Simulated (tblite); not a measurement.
Method: GFN2-xTB as coded in tblite; computed harmonic values from a numerical Hessian at the method's own geometry, unscaled. Errors from tens to a few hundred cm⁻¹ against measured bands are possible. Modes of hydrogen on phosphorus and silicon can be 10 to 20 % off. One conformer each. Thermal functions are those of the rigid rotor and harmonic oscillator, without mixing of conformers.

Question: Order these by their zero-point energy, highest first (kcal/mol).
A. `C[C@@H]1CC[P@H+]1CP`
B. `O[SiH2]/C(=C\C(F)F)CCF`
C. `O=C1CCS[C@H](C(F)(F)F)C1`
D. `O=C/C([SiH3])=C/C(F)(F)[SiH2]F`

Answer: A (102.1), B (82.6), C (77.8), D (59.1).

| SMILES | atoms | mass (u) | symmetry number | modes under 300 cm⁻¹ | ZPE (kcal/mol) | S translation (cal/(mol K)) | S rotation | S vibration | S | Cp |
| --- | --- | --- | --- | --- | --- | --- | --- | --- | --- | --- |
| C[C@@H]1CC[P@H+]1CP | 20 | 135.05 | 1 | 8 | 102.1 | 40.6 | 29.1 | 28.4 | 98.1 | 38.5 |
| O[SiH2]/C(=C\C(F)F)CCF | 19 | 170.04 | 1 | 9 | 82.6 | 41.3 | 30.7 | 39.7 | 111.7 | 45.4 |
| O=C1CCS[C@H](C(F)(F)F)C1 | 18 | 184.02 | 1 | 7 | 77.8 | 41.6 | 30.3 | 30.1 | 101.9 | 40.8 |
| O=C/C([SiH3])=C/C(F)(F)[SiH2]F | 17 | 184.00 | 1 | 11 | 59.1 | 41.6 | 30.9 | 44.2 | 116.7 | 49.0 |

Entropies and Cp are for 298.15 K and 1 bar.
